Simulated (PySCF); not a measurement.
Be2F2, SMILES [F][Be][Be][F].

The structure is a stationary point at PBE-D3(BJ)/def2-TZVP. The values are those of a single conformer.

Calculation: PBE-D3(BJ)/def2-TZVP (PySCF).

No scaling factor is applied to the harmonic values.

Modes within 1.5 cm⁻¹ of each other (mostly degenerate sets) share a row, with their intensities summed.

Problem. Estimate the vibrational spectrum. (Estimate from the structure and the level; the computed values follow.)

Solution. 
| mode | ν (cm⁻¹) | IR (km/mol) | moving atoms (share of kinetic energy) |
|---|---|---|---|
| 1–2 | 149 | 71.1 | Be 68 %, F 32 % |
| 3–4 | 334 | 0.0 | Be 92 % |
| 5 | 353 | 0.0 | F 80 %, Be 20 % |
| 6 | 1204 | 249.8 | Be 68 %, F 32 % |
| 7 | 1354 | 0.0 | Be 80 %, F 20 % |
